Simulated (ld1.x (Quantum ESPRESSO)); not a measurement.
# antimony (Sb): one change to a PAW potential, before and after

```json
{"Element": "antimony (Sb)", "Generator": "ld1.x (Quantum ESPRESSO) 7.5", "Type": "PAW", "Functional": "PBE", "Relativity": "scalar-relativistic", "Frozen core": "[Kr] 4d10", "Valence charge": "5", "Reference configuration": "5s2 5p3", "Partial waves": "5s (bound): rcut 1.60, rcutus 1.85 bohr; 5s channel at 0.8 Ry: rcut 1.60, rcutus 1.85 bohr; 5p (bound): rcut 1.70, rcutus 2.30 bohr; 5p channel at 2.3 Ry: rcut 1.70, rcutus 2.30 bohr", "Local potential": "all-electron potential smoothed inside 1.55 bohr (lloc = -1)", "Core correction": "Bessel-smoothed model core inside 1.00 bohr", "Augmentation charge": "PSQ, radius 1.80 bohr"}
```

Change: local potential all-electron potential smoothed inside 1.80 bohr (lloc = -2).

Cutoffs: the cutoffs (Ry, on a coarse ladder) from which the occupation-weighted sum of valence levels, in a spherical-Bessel basis at the reference potential, stays within 10 and 1 mRy of its value at 400 Ry; they do not see the model core or the augmentation charge, which bear on the density cutoff. Errors are all-electron minus pseudo energies relative to the spin-unpolarised reference configuration.

Q: How do hardness, ghosts and transferability respond?

A: The potential gets softer (10 Ry and 21 Ry → 10 Ry and 18 Ry); the bound ghost in d, s disappears; the errors of the 7 common tests hardly move. A state that the projectors do not describe sees the local part alone, so a deeper or shallower local part can create or remove a ghost.

```tsv
quantity	base	changed
cutoff, loose	10 Ry	10 Ry
cutoff, tight	21 Ry	18 Ry
bound ghosts	s, d	none
error for 5s2 5p2, meV [ΔE 8.32 eV]	-7.8	-7.8
error for 5s2 5p1, meV [ΔE 24.28 eV]	-52	-52
error for 5s2 5p0, meV [ΔE 48.70 eV]	-193	-192
error for 5s1 5p3, meV [ΔE 17.05 eV]	-33	-33
error for 5s1 5p4, meV [ΔE 8.11 eV]	-12	-12
error for 5s0 5p5, meV [ΔE 16.43 eV]	-44	-44
error for 5s2 5p2.5, meV [ΔE 3.26 eV]	-1.7	-1.7
s: phases at 2.49 bohr within 0.05 rad from the reference energy up to (Ry; the scan ends near 5)	4.5	3.9
p: phases at 2.49 bohr within 0.05 rad from the reference energy up to (Ry; the scan ends near 5)	4.4	to the end of the scan
lowest overlap eigenvalue by channel	s 0.44, p 0.46	s 0.47, p 0.55
```

 A true bound ghost makes a file unfit for plane-wave use even where its test errors are small: the radial tests pick states by their node count and pass the ghost by.
